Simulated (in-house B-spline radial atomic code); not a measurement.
# Ionising Sr IX (Sr8+) with different functionals

Computed with an all-electron radial atomic-structure program (B-spline basis): four-component Dirac-Coulomb Hamiltonian, Fermi nucleus of rms radius 4.224 fm, spin-restricted, spherical fractional occupations for the functionals. The ionisation energy is the difference of two self-consistent energies, [Ar] 3d10 4s2 → [Ar] 3d10 4s1, without Breit or QED terms; ε is the level of the shell that loses the electron (mean over j).

Hybrids are left out here: with spherical fractional occupations of an open shell their exact exchange keeps a self-interaction that integer-occupation calculations don't have.

```csv
method,rung,ΔSCF (eV),-ε(4s) (eV)
LDA VWN5,LDA,160.38,151.19
relativistic LDA,LDA,160.22,151.04
LDA PW92,LDA,160.37,151.18
LDA exchange-only,LDA,?,?
PBE,GGA,159.80,150.61
PBEsol,GGA,159.69,150.60
BLYP,GGA,160.08,150.83
RPBE,GGA,159.39,150.28
PW91,GGA,159.97,150.81
BP86,GGA,159.93,150.84
AM05,GGA,?,?
OLYP,GGA,159.05,150.07
```

**Question.** What does AM05 give?

**Answer.** ΔSCF 159.64 eV, and -ε(4s) = 150.56 eV.

**Question.** What does LDA exchange-only give?

**Answer.** ΔSCF 158.67 eV, and -ε(4s) = 149.46 eV.

**Question.** How do they compare with the NIST value?

**Answer.** NIST lists 158.3 eV ± 0.25 (semi-empirical, ground level to ground level). Errors run from +0.34 to +2.05 eV; OLYP is closest (+0.72 eV), but part of that can be cancellation, since the calculations leave out Breit-QED terms, spin polarisation.
